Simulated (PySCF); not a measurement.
**Dipole moment and polarisability of (KF)2 ring**

Compound: (KF)2 ring, K2F2.
Geometry (PBE0-D3(BJ)/def2-SVP, Å), atoms numbered from 1 in this order:
```xyz
4
K2F2 angstrom
K     -1.047   -0.708    1.192
F      0.913    0.563    1.134
K      1.048    0.708   -1.192
F     -0.913   -0.563   -1.134
```

Level: B3LYP/def2-SVPD (PySCF), static field, nuclei fixed, core orbitals frozen in the response. The polarisability tensor in these axes (au):

```
x   30.57  2.53 -1.19
y    2.53 28.37 -0.91
z   -1.19 -0.91 32.08
```

**Question.** Diagonalise the tensor; give its mean and Δα, where Δα² is half the sum of the squared differences of the eigenvalues.

**Answer.** Principal values 26.71, 30.66 and 33.65 au; mean 30.34 au = 4.50 Å³ = 5.00 × 10⁻⁴⁰ C²·m²/J; Δα = 6.03 au (20 % of the mean).

**Question.** What is the dipole moment?

**Answer.** 0.00 D; point group D2h allows none.

**Question.** What are the principal values of the traceless quadrupole moment, Θ = ½Σq(3rr − r²1), about the centre of nuclear charge?

**Answer.** -32.67, -1.43, 34.10 D·Å. With no charge and no dipole, the values don't depend on the origin. The electronic extent ⟨r²⟩ about the same centre is 636 bohr², a root-mean-square distance of 1.78 Å for the 56 electrons.

**Question.** What depolarisation ratio follows for Rayleigh scattering of linearly polarised light, taking the static tensor?

**Answer.** ρ = 3Δα²/(45ᾱ² + 4Δα²) = 109.0/(41426 + 145.3) = 0.00262.

**Question.** What molar refraction does this α imply?

**Answer.** Lorentz–Lorenz: R = (4π/3)N_A α = 2.5225 cm³/(mol·Å³) × 4.50 Å³ = 11.3 cm³/mol, in the limit of long wavelengths.

Geometry: PBE0-D3(BJ)/def2-SVP; no solvent, vibrations or thermal averaging.

These values come from a run that also computed excited states. Time: 4.0 s. Hardware: one thread of an Arm Neoverse V2, shared host.
